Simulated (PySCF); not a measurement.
Method used: PySCF, delta-SCF UKS SCAN, pcX-2 on the ionised atom, pcseg-1 elsewhere, spin-free X2C. Geometries: PBE0-D3(BJ)/def2-SVP; isolated species, one conformer each. Kα1 is taken as the energy difference of the 1s-hole and 2p3/2-hole states at the ground state's geometry. The 2p values add to the ΔSCF energy of one spin-free hole a correction within the shell (spin–orbit coupling, ligand field).

```json
{"site": "Si5 in `[CH3:1][C:2](=[O:3])[SiH2:4][SiH3:5]`", "Si 2p3/2 (eV)": "106.65"}
{"site": "silicon in `S[SiH2]O`", "Si 2p3/2 (eV)": "107.91"}
{"site": "silicon in `C1C[SiH2]O[SiH2]1`", "Si 2p3/2 (eV)": "107.17"}
```

Task: What are the Si 1s binding energies, and the Kα1 emission energies that follow?

Result: 
```json
{"site": "Si5 in `[CH3:1][C:2](=[O:3])[SiH2:4][SiH3:5]`", "bonded to": "3 H and Si", "1s (eV)": "1846.34", "2p3/2 (eV)": "106.65", "Kα1 = 1s − 2p3/2 (eV)": "1739.69"}
{"site": "silicon in `C1C[SiH2]O[SiH2]1`", "bonded to": "O, C and 2 H", "1s (eV)": "1847.04", "2p3/2 (eV)": "107.17", "Kα1 = 1s − 2p3/2 (eV)": "1739.87"}
{"site": "silicon in `S[SiH2]O`", "bonded to": "O, S and 2 H", "1s (eV)": "1847.89", "2p3/2 (eV)": "107.91", "Kα1 = 1s − 2p3/2 (eV)": "1739.98"}
```

Ranges: 1s 1.55 eV, 2p3/2 1.26 eV, Kα1 0.29 eV. A straight-line fit of 1s on 2p3/2 has slope 1.22.
